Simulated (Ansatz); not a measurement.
**CH6GeISi+: where a starting geometry ends**

The starting geometry of this gas-phase singlet was optimised with GFN2-xTB; its bonds are those of `[CH3][GeH+][SiH2]I`.

```xyz
10

C    -0.2200   -2.2889    0.9287
Ge    0.8417   -0.6162    0.8450
I     2.2573    2.9913    0.6060
Si    0.6824    1.4981   -0.5067
H    -1.0250   -2.3034    0.1935
H     0.4359   -3.1465    0.7575
H    -0.6494   -2.3918    1.9294
H     1.9508   -0.7847    1.9319
H    -0.7078    1.9012   -0.3217
H     1.1192    1.0924   -1.8381
```

Where would you expect an optimisation with PBE0-D3(BJ)/def2-SVP to take it?

A new bond forms, giving a structure with I3 bridging Ge2 and Si4, given below by its coordinates. Contacts that close: Ge2–I3 (3.88 → 2.75 Å).

The energy falls by 0.71 eV over 29 steps:

| step | E − E(last) (eV) |
| --- | --- |
| 1 | 0.709 |
| 4 | 0.565 |
| 7 | 0.560 |
| 10 | 0.547 |
| 13 | 0.440 |
| 17 | 0.126 |
| 20 | 0.014 |
| 23 | 0.002 |
| 26 | 0.000 |
| 29 | 0.000 |

Final geometry (Å):

```yaml
atoms:
  - { symbol: C, position_ang: [-0.2460, -1.8764, 1.2365] }
  - { symbol: Ge, position_ang: [1.1384, -0.7229, 0.5635] }
  - { symbol: I, position_ang: [0.7473, 1.7990, 1.5758] }
  - { symbol: Si, position_ang: [0.7267, 1.0773, -0.8701] }
  - { symbol: H, position_ang: [-1.2356, -1.4245, 1.0888] }
  - { symbol: H, position_ang: [-0.1902, -2.8257, 0.6793] }
  - { symbol: H, position_ang: [-0.0714, -2.0780, 2.3029] }
  - { symbol: H, position_ang: [2.6006, -0.9973, 0.9185] }
  - { symbol: H, position_ang: [-0.6427, 1.2691, -1.4019] }
  - { symbol: H, position_ang: [1.8579, 1.7310, -1.5679] }
```

Frequencies at the end are all real (lowest 114 cm⁻¹). Atoms past krypton carry core potentials, without spin–orbit terms. Run with Ansatz 0.2.0, 2.1 min on 2 threads of Intel(R) Xeon(R) Processor @ 2.70GHz, on a shared host.
